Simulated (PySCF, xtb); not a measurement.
Cd(I)(OH) (CdHIO), SMILES [I][Cd][OH].

xtb 6.7.1 with GFN2-xTB at its own geometry gives an orbital gap of 3.70 eV and a dipole moment of 7.05 D.

Geometry: PBE0-D3(BJ)/def2-TZVP. The def2 effective core potentials stand for the cores of Cd, I; spin–orbit coupling is left out. The values are those of a single conformer.

### Question
What does HF/def2-TZVPD in PySCF give? (The exact figures need the calculation; the answer reports its results.)

### Answer
gap 10.88 eV (levels -10.18 and 0.70 eV), dipole 1.46 D.
